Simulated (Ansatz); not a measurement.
Species: C$_{3}$H$_{9}$ClSi, charge 0, multiplicity 1. 
Structure (B3LYP-D3(BJ)/def2-TZVP (Ansatz, an electronic-structure program) minimum search):
```xyz
14

C     -0.9897     1.3069    -1.1321
Si    -0.0984    -0.1072    -0.3021
C      1.4352    -0.5969    -1.2463
C     -1.2311    -1.5660    -0.0342
Cl     0.5154     0.5616     1.5827
H     -1.3335     1.0094    -2.1263
H     -1.8597     1.6163    -0.5506
H     -0.3330     2.1712    -1.2446
H      1.9741    -1.3937    -0.7310
H      1.1697    -0.9560    -2.2442
H      2.1124     0.2513    -1.3597
H     -1.5827    -1.9564    -0.9929
H     -2.1032    -1.2809     0.5567
H     -0.7148    -2.3710     0.4913
```
Charge 0, spin multiplicity 1.

Dipole moments at this geometry, in debye (magnitudes).

```json
[
 {"level": "SVWN5/def2-TZVPD", "program": "Ansatz", "dipole (D)": "2.30"},
 {"level": "BLYP/def2-TZVPD", "program": "Ansatz", "dipole (D)": "2.23"},
 {"level": "revPBE/def2-TZVPD", "program": "Ansatz", "dipole (D)": "2.23"},
 {"level": "B3LYP/def2-TZVPD", "program": "Ansatz", "dipole (D)": "2.27"},
 {"level": "PBE0/def2-TZVPD", "program": "Ansatz", "dipole (D)": "2.30"},
 {"level": "BHLYP/def2-TZVPD", "program": "Ansatz", "dipole (D)": "2.33"},
 {"level": "r2SCANh/def2-TZVPD", "program": "Ansatz", "dipole (D)": "2.29"},
 {"level": "HSE06/def2-TZVPD", "program": "Ansatz", "dipole (D)": "…"},
 {"level": "LC-wPBE/def2-TZVPD", "program": "Ansatz", "dipole (D)": "2.35"},
 {"level": "CCSD(T)/aug-cc-pV(D+d)Z", "program": "Ansatz", "dipole (D)": "…"}
]
```

Complete the blanks.


- HSE06/def2-TZVPD, dipole (D): 2.30
- CCSD(T)/aug-cc-pV(D+d)Z, dipole (D): 2.24
